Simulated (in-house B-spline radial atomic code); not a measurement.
## RPA and G0W0 on LDA VWN5: neutral nitrogen

Configuration [He] 2s2 2p3, highest spin, mean-field start LDA VWN5. Computed with a B-spline radial code for spherical atoms: all electrons, non-relativistic, point nucleus, each spin shell either full or empty, empty states to l = 9 with an (l + 1/2)⁻⁴ tail; G0W0 by contour deformation at full frequency.

Command:
```bash
python run_gw.py task.json out
```
Settings (radii: box in bohr, nucleus in fm):
```
Z                        7
electrons                7
configuration            [He] 2s2 2p3
hamiltonian              nr
method                   lda,vwn
lmax                     9
spin_polarised           True
box_radius               40
intervals                49
```

Run time, properties included: 0.7 s on 1 thread of Arm Neoverse V2 (shared host).

Energies (hartree):

```json
{"term": "mean-field total", "value": "-54.13680"}
{"term": "Hartree-Fock functional on these orbitals", "value": "-54.39519"}
{"term": "direct second order", "value": "-0.41731"}
{"term": "second-order exchange", "value": "0.19398"}
{"term": "SOSEX correction", "value": "0.16344"}
```

Q: What is the RPA correlation energy, and what remains with SOSEX?

A: RPA gives -0.34016 hartree (-1.32 eV per electron); RPA + SOSEX gives -0.17672, and the second-order doubles -0.22333 hartree (no singles). SOSEX takes back 48 % of the RPA value.

Quasi-particle levels (eV):

| level | occupied | mean field | Σx - vxc | Σc | QP weight | G0W0 |
| --- | --- | --- | --- | --- | --- | --- |
| 2p up | yes | -8.404 | -7.32 | ? | ? | ? |
| 2p down | no | -4.373 | 8.44 | -4.18 | 0.830 | -0.122 |

G0W0 = mean field + (Σx - vxc) + Σc, with Σc (partial-wave tail included) taken at the quasi-particle energy. Levels of low weight are left out.

Q: Where does G0W0 put 2p up?

A: At -13.675 eV, with Σc = 2.05 eV and a quasi-particle weight of 0.770. The tabulated removal energy is 14.534 eV (NIST, measured).
